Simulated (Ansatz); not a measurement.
Program: Ansatz. Geometries: PBE0-D4/def2-TZVP. ΔE: electronic, gas phase. CBS: MP2 limit from def2 TZ/QZ plus the TZ coupled-cluster correction, frozen cores. Functionals use def2-TZVPP. HSE06 is defined as in plane-wave codes. def2 core potentials past Kr. For Hf, Zr outer-core shells are correlated without core-valence functions, which leaves a few kJ/mol of doubt a bond. Each species was taken in one conformer, which may not be the lowest.

Consider the redistribution: `CC[N](C)[Zr]([OH])([OH])[OH]` + `[F][Hf]([F])([F])[SH]` → `[OH][Zr]([OH])([OH])[SH]` + `CC[N](C)[Hf]([F])([F])[F]`.

**Question.** Is it downhill or uphill in electronic energy at CCSD(T)/CBS, and by how much? (Estimate.)

**Answer.** The calculation gave: Downhill: ΔE = -18.8 kJ/mol.

**Question.** What do these levels give: B97M-V, HSE06-D4, PBE-QIDH, BLYP, PBE0, r2SCANh, LC-ωPBE, RPA@PBE/def2-TZVPP, MP2/def2-SVP, CCSD/def2-TZVPP, CCSD(T)/def2-TZVPP, HF/CBS(def2)? (Estimate.)

**Answer.** Ansatz gave: B97M-V -16.8, HSE06-D4 -17.9, PBE-QIDH -21.3, BLYP -18.2, PBE0 -19.9, r2SCANh -19.8, LC-ωPBE -22.4, RPA@PBE/def2-TZVPP -18.6, MP2/def2-SVP -29.4, CCSD/def2-TZVPP -21.6, CCSD(T)/def2-TZVPP -20.1, HF/CBS(def2) -25.0 kJ/mol.

Largest T1 diagnostic among the species: 0.017.

In def2-TZVPP, CCSD(T) changes the Hartree–Fock value by +5.8 kJ/mol (the triples alone add +1.5 kJ/mol) and MP2 by +4.7 kJ/mol. At CCSD(T), def2-SVP lies −8.7 kJ/mol from the extrapolated value and def2-TZVPP −1.3 kJ/mol.
